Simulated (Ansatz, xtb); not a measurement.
**C3H11NSi: which of two conformers lies lower**

Structure I: `CCC[SiH2]N`, a singlet. Structure II: `CCC[SiH2]N`, a singlet. Both are isolated molecules in the gas phase, relaxed with BLYP-D3(BJ)/def2-SVP.

I (Å):

```json
{"atom": "C", "x (Å)": "0.7703", "y (Å)": "-0.6021", "z (Å)": "-0.4474"}
{"atom": "C", "x (Å)": "-0.0184", "y (Å)": "0.1897", "z (Å)": "-1.5053"}
{"atom": "C", "x (Å)": "-0.0755", "y (Å)": "1.7127", "z (Å)": "-1.2313"}
{"atom": "N", "x (Å)": "-2.5686", "y (Å)": "1.4273", "z (Å)": "0.3419"}
{"atom": "Si", "x (Å)": "-1.0107", "y (Å)": "2.2423", "z (Å)": "0.3371"}
{"atom": "H", "x (Å)": "1.8091", "y (Å)": "-0.2215", "z (Å)": "-0.3508"}
{"atom": "H", "x (Å)": "0.2959", "y (Å)": "-0.5293", "z (Å)": "0.5522"}
{"atom": "H", "x (Å)": "0.8294", "y (Å)": "-1.6779", "z (Å)": "-0.7099"}
{"atom": "H", "x (Å)": "-1.0546", "y (Å)": "-0.2066", "z (Å)": "-1.5569"}
{"atom": "H", "x (Å)": "0.4329", "y (Å)": "0.0140", "z (Å)": "-2.5061"}
{"atom": "H", "x (Å)": "-0.5625", "y (Å)": "2.2339", "z (Å)": "-2.0858"}
{"atom": "H", "x (Å)": "0.9515", "y (Å)": "2.1392", "z (Å)": "-1.1768"}
{"atom": "H", "x (Å)": "-0.3271", "y (Å)": "1.8252", "z (Å)": "1.6068"}
{"atom": "H", "x (Å)": "-1.0511", "y (Å)": "3.7546", "z (Å)": "0.3381"}
{"atom": "H", "x (Å)": "-3.2015", "y (Å)": "1.6005", "z (Å)": "-0.4461"}
{"atom": "H", "x (Å)": "-3.1097", "y (Å)": "1.4274", "z (Å)": "1.2122"}
```

II (Å):

```yaml
atoms:
  - { symbol: C, position_ang: [-0.0250, -2.7492, 0.2118] }
  - { symbol: C, position_ang: [-0.5593, -1.3390, 0.5229] }
  - { symbol: C, position_ang: [0.3404, -0.2080, -0.0257] }
  - { symbol: N, position_ang: [0.8300, 2.7059, -0.3638] }
  - { symbol: Si, position_ang: [-0.2750, 1.5459, 0.3573] }
  - { symbol: H, position_ang: [-0.6920, -3.5390, 0.6145] }
  - { symbol: H, position_ang: [0.9824, -2.9008, 0.6531] }
  - { symbol: H, position_ang: [0.0663, -2.9097, -0.8827] }
  - { symbol: H, position_ang: [-1.5834, -1.2328, 0.1022] }
  - { symbol: H, position_ang: [-0.6740, -1.2230, 1.6229] }
  - { symbol: H, position_ang: [1.3692, -0.3122, 0.3887] }
  - { symbol: H, position_ang: [0.4501, -0.2989, -1.1284] }
  - { symbol: H, position_ang: [-0.4575, 1.6503, 1.8567] }
  - { symbol: H, position_ang: [-1.6181, 1.8017, -0.2657] }
  - { symbol: H, position_ang: [1.8055, 2.6953, -0.0473] }
  - { symbol: H, position_ang: [0.5151, 3.6790, -0.4331] }
```

Problem. Which of the two would you expect CCSD(T)/def2-SVP + ΔMP2/def2-TZVPP electronic energies to favour?

Solution. Too close to call at this level: CCSD(T)/def2-SVP + ΔMP2/def2-TZVPP gives E(II) − E(I) = −0.008 eV.

Level by level:

```json
{"level": "BLYP-D3(BJ)/def2-SVP", "geometry": "BLYP-D3(BJ)/def2-SVP", "E(II) − E(I) (eV)": "+0.020", "departure from the last row (eV)": "+0.028", "job, with rough time for the two": "optimisation, 35 s"}
{"level": "HF/def2-SVP", "geometry": "BLYP-D3(BJ)/def2-SVP", "E(II) − E(I) (eV)": "−0.029", "departure from the last row (eV)": "−0.021", "job, with rough time for the two": "part of the CCSD(T) run"}
{"level": "MP2/def2-SVP", "geometry": "BLYP-D3(BJ)/def2-SVP", "E(II) − E(I) (eV)": "+0.006", "departure from the last row (eV)": "+0.014", "job, with rough time for the two": "part of the CCSD(T) run"}
{"level": "CCSD(T)/def2-SVP", "geometry": "BLYP-D3(BJ)/def2-SVP", "E(II) − E(I) (eV)": "+0.004", "departure from the last row (eV)": "+0.011", "job, with rough time for the two": "single point"}
{"level": "CCSD(T)/def2-SVP + ΔMP2/def2-TZVPP", "geometry": "BLYP-D3(BJ)/def2-SVP", "E(II) − E(I) (eV)": "−0.008", "departure from the last row (eV)": "", "job, with rough time for the two": "single point, 50 s"}
```

The largest departure from CCSD(T)/def2-SVP + ΔMP2/def2-TZVPP is that of BLYP-D3(BJ)/def2-SVP, 0.028 eV. Levels run at GFN2-xTB geometries aren't shown. The last row adds to CCSD(T) the change of the MP2 difference between the two basis sets, here −0.011 eV.

With harmonic frequencies from BLYP-D3(BJ)/def2-SVP (ideal gas, rigid rotor, one conformer each, 298.15 K, 1 atm): on the last row, ΔE + ΔZPE = −0.014 eV. A mode under 50 cm⁻¹ makes harmonic enthalpies and free energies unreliable, so none is given.

The correlated steps freeze 9 core orbitals. Codes used: Ansatz 0.2.0; the last row on 2 threads of Arm Neoverse V2 on a shared host.
